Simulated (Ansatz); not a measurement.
`[CH3][Zn][Se][Si](F)(F)F`, charge 0, multiplicity 1.

Problem. Give a relaxed structure at PBE0-D4/def2-TZVP (Ansatz). (Best estimate.)

Solution. Computed: 
Cartesian coordinates in Å:
```
C 0.250 -2.315 0.816
Zn -0.697 -0.755 0.180
Se -1.964 1.047 -0.570
Si -0.115 2.237 -0.774
F -0.106 3.537 0.116
F 0.162 2.716 -2.250
F 1.155 1.382 -0.335
H 1.241 -2.023 1.168
H -0.291 -2.783 1.639
H 0.365 -3.044 0.012
```
This is one stationary point; other conformers may exist.
